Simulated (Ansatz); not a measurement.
Name a neutral molecule of C, S, Sb, Se and H with ideal-gas entropy at 298 K and 1 bar (rigid rotor, harmonic PBE0-D4/def2-TZVP) between 365 and 381 J/(mol·K) and HOMO energy (PBE/def2-TZVPP) between -5.35 and -5.05 eV (Ansatz, PBE0-D4/def2-TZVP geometry).

`[Se]=C[S][SbH2]` (367 J/(mol·K), -5.19 eV). Other molecules can fit too; these were computed, each in one conformer that needn't be the lowest.
